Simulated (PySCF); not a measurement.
SnF3Br, SMILES [F][Sn]([Br])([F])[F].

The structure is a stationary point at B3LYP-D3(BJ)/def2-SVP. The structure was generated by enumeration; whether it is a known compound was not checked. The def2 effective core potentials stand for the cores of Sn; spin–orbit coupling is left out.

Level of theory: PBE0/def2-TZVP (PySCF).

Symmetry labels are those of the subgroup Cs that the program uses (full group C3v).

Computed valence orbital energies around the gap with their symmetry:
```json
[
 {"orbital": "HOMO−7", "symmetry": "A\"", "energy (eV)": "-12.16"},
 {"orbital": "HOMO−6", "symmetry": "A'", "energy (eV)": "-12.16"},
 {"orbital": "HOMO−5", "symmetry": "A\"", "energy (eV)": "-11.99"},
 {"orbital": "HOMO−4", "symmetry": "A'", "energy (eV)": "-11.99"},
 {"orbital": "HOMO−3", "symmetry": "A\"", "energy (eV)": "-11.93"},
 {"orbital": "HOMO−2", "symmetry": "A'", "energy (eV)": "-11.37"},
 {"orbital": "HOMO−1", "symmetry": "A\"", "energy (eV)": "-9.94"},
 {"orbital": "HOMO", "symmetry": "A'", "energy (eV)": "-9.94"},
 {"orbital": "LUMO", "symmetry": "A'", "energy (eV)": "-3.88"},
 {"orbital": "LUMO+1", "symmetry": "A'", "energy (eV)": "-0.26"},
 {"orbital": "LUMO+2", "symmetry": "A\"", "energy (eV)": "-0.26"},
 {"orbital": "LUMO+3", "symmetry": "A'", "energy (eV)": "0.45"}
]
```
